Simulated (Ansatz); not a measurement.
A nudged elastic band was laid between two geometries of GeH4O (6 atoms, charge 0, multiplicity 1).

The calculation used Ansatz, RKS PBE-D4/def2-SVP.

```
movable images  : 5
climbing image  : yes
spring          : 5.0 eV/Å²
optimiser       : quadratic models (default)
start path      : through a guess of the saddle point
force threshold : 0.2 eV/Å
iteration limit : 60
end points      : relaxed
```

First end point:

```xyz
6
Properties=species:S:1:pos:R:3
Ge 0.315 -0.020 0.056
O 0.675 -0.116 1.822
H -0.149 -0.168 2.338
H 1.712 0.054 -0.599
H -0.522 1.252 -0.270
H -0.458 -1.285 -0.421
```

Last end point:

```xyz
6
Properties=species:S:1:pos:R:3
Ge 0.054 0.305 -0.789
O 1.072 0.171 1.218
H 0.403 -0.285 1.767
H 1.792 -0.482 1.114
H -1.102 1.116 -0.007
H -0.646 -1.106 -0.377
```

(1) What changes between the two ends?

(2) Give the energies along the band, and the barrier.

(3) What is the geometry of the highest image?

Results:

(1) Bonds broken: Ge1–H4. Bonds formed: O2–H4.

(2) The run converged. The highest image is number 3 of 0 to 6, 50.6 kcal/mol above the first end and 26.2 kcal/mol above the last; the last end lies 24.4 kcal/mol above the first. The threshold of 0.2 eV/Å is loose, so the images may lie well off the minimum-energy path. Neighbouring images differ by up to 1.6 eV, so the band resolves the path poorly. The order of the point at the top wasn't checked. The orbitals stay closed-shell, which can raise the energy where a bond breaks towards radicals; this wasn't checked here.

```tsv
image	path coordinate (Å)	energy (kcal/mol)	Ge1–H4 (Å)	O2–H4 (Å)
0	0.00	0.0	1.54	2.64
1	0.76	0.5	1.56	2.77
2	1.52	12.8	1.54	2.25
3	2.29	50.6	1.64	1.43
4	2.85	29.5	2.13	1.00
5	3.42	24.6	2.66	0.98
6	3.99	24.4	2.70	0.98
```

(3) 
```xyz
6
Properties=species:S:1:pos:R:3
Ge 0.198 0.063 -0.353
O 0.764 0.217 1.614
H 0.533 -0.615 2.080
H 1.592 -0.092 0.496
H -0.724 1.307 -0.587
H -0.790 -1.161 -0.322
```

Time of the run: 49 s on 1 thread of Arm Neoverse V2, on a shared host, peak memory 0.12 GiB.
